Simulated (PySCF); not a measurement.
TPSSh on P⁺ (phosphorus, charge +1), [Ne] 3s1 3p2 3d1, one real determinant (an excited configuration). Computed with PySCF 2.14 in dyall-av3z (19s12p3d2f, 84 functions), with no relativity, point nucleus.

```
cycle= 1 E= -340.268643186354  delta_E= -0.00926  |g|= 0.0157  |ddm|= 0.325
cycle= 2 E= -340.271738711837  delta_E= -0.0031  |g|= 0.0124  |ddm|= 0.325
cycle= 3 E= -340.272895357579  delta_E= -0.00116  |g|= 0.0096  |ddm|= 0.166
cycle= 4 E= -340.274123680614  delta_E= -0.00123  |g|= 0.00195  |ddm|= 0.372
cycle= 5 E= -340.274138539668  delta_E= -1.49e-05  |g|= 0.00106  |ddm|= 0.0271
cycle= 6 E= -340.274146295375  delta_E= -7.76e-06  |g|= 0.000222  |ddm|= 0.0398
cycle= 7 E= -340.274146473748  delta_E= -1.78e-07  |g|= 3.53e-05  |ddm|= 0.00439
cycle= 8 E= -340.274146474422  delta_E= -6.73e-10  |g|= 5.84e-06  |ddm|= 0.000196
converged SCF energy = -340.274146474422  <S^2> = 6.0000202  2S+1 = 5.0000081
```

Highest occupied orbital energy: -7.201 eV; ⟨L²⟩ = 5.35; populations by l: s 5.44, p 8.00, d 0.56, f 0.00.

Task: Can this result be used?

Result: Not for this state. Self-consistency was reached. ⟨L²⟩ = 5.35 against 12 for a pure F term, so this real determinant mixes terms. The outer electron is Rydberg-like, and this basis confines it to a smaller radius and binds it less than a complete one would. The s, p, d and f populations moved away from the nominal configuration during the SCF.
